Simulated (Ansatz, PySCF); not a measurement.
This Ansatz (an electronic-structure program) input computes a r2SCAN/def2-TZVPD energy:

Ansatz 0.2 input:
```yaml
crystal:
  periodic: [false, false, false]
  atoms:
    - {symbol: B, position_ang: [-0.00000000, -0.00000000, -2.21817101]}
    - {symbol: I, position_ang: [0.00000000, 0.00000000, 0.20926142]}
basis:
  gaussian:
    orbitals: def2-TZVPD
hamiltonian:
  xc: {name: r2SCAN}
total_charge: -1
magnetization: {spin_polarized: true, initial_magnetization: 1}
output: {forces: true}
```

### Question
Write an input for the same energy in PySCF and say what it gives.

### Answer

```python
from pyscf import gto, scf, dft

mol = gto.M(
    atom='''
    B    -0.00000000   -0.00000000   -2.21817101
    I     0.00000000    0.00000000    0.20926142
    ''',
    basis='def2-tzvpd',
    ecp='def2-tzvp',
    charge=-1,
    spin=1,
    symmetry='C2v',
    verbose=4,
)

mf = dft.UKS(mol, xc='r2scan').density_fit(auxbasis='def2-universal-jkfit')
mf.grids.level = 4
mf.conv_tol = 1e-9
mf.max_cycle = 100
mf.max_memory = 1500
mf.kernel()
if not mf.converged:
    mf = mf.newton()
    mf.kernel(mf.make_rdm1())
mf.analyze()
```
It gives -322.59801 Eh, and Ansatz -322.59801 Eh, a difference of 0.00 mEh.
